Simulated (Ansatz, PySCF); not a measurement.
Pair of molecules: CH6Ge (SMILES [CH3][GeH3]) (first 8 atoms) with H2O (SMILES O); geometry from B3LYP-D3(BJ)/def2-TZVP, rigid monomers moved along the line of their centres of mass till Ge2···O9 is 3.95 Å.
(charge 0, multiplicity 1):
```xyz
11

C     -0.2534     1.6308     0.3515
Ge     0.3611    -0.2209     0.1646
H     -0.6939     1.7587     1.3388
H     -0.9997     1.8584    -0.4089
H      0.5838     2.3187     0.2376
H      1.4122    -0.5617     1.2425
H      0.9994    -0.4664    -1.2169
H     -0.8151    -1.2079     0.3263
O     -1.1613    -0.2387     3.8128
H     -0.2465    -0.5331     3.8796
H     -1.6014    -0.9185     3.2910
```

Counterpoise-corrected where a basis set is named; no monomer relaxation. Rows marked so take none.

Rows in 3-21G carry no dispersion term and start afresh at each structure; the Pople sets are all-electron and without relativity.

Run with Ansatz (Gaussian basis) for Hartree–Fock, density functionals and correlated methods; PySCF for 3-21G rows. 

Problem. One of these levels gives -161.7 meV for the interaction energy. Which one is it?
A. HF/aug-cc-pVDZ
B. HF/3-21G (no counterpoise)
C. PBE/def2-TZVPPD

Solution. B, HF/3-21G (no counterpoise). The others give -27.6 (HF/aug-cc-pVDZ), -51.2 (PBE/def2-TZVPPD)

Ansatz is a program for electronic structure.
